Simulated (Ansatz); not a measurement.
Mulliken charges of `[NH2][Hf]([OH])([OH])[F]` from ωB97M-V/def2-TZVPP in Ansatz (PBE0-D4/def2-TZVP geometry).

```
atom   x (Å)   y (Å)   z (Å)  charge (e)
  N1  -0.275  -1.515  -0.668      -0.422
 Hf2   0.339   0.318  -0.030       1.097
  O3   0.579   0.209   1.874      -0.421
  O4  -0.946   1.601  -0.657      -0.421
  F5   2.045   0.741  -0.822      -0.374
  H6  -0.839  -1.694  -1.486       0.113
  H7  -0.070  -2.394  -0.216       0.113
  H8   0.670   0.374   2.806       0.158
  H9  -1.502   2.359  -0.802       0.158
```

Problem. By hand: the dipole of these point charges (1 e Å = 4.8032 D).

Solution. Σ q r = (-0.357, -0.081, 0.168) e Å, of length 0.403 e Å = 1.94 D.

Problem. How does the dipole of the full density compare? (Best estimate.)

Solution. Computed: (-0.451, 0.055, 0.301) e Å, 2.62 D; the point charges give 0.74 times that, at 19° from its direction.

Point charges leave out the atoms' own dipoles, such as those of lone pairs, and Mulliken's split depends on the basis, so the two needn't agree.
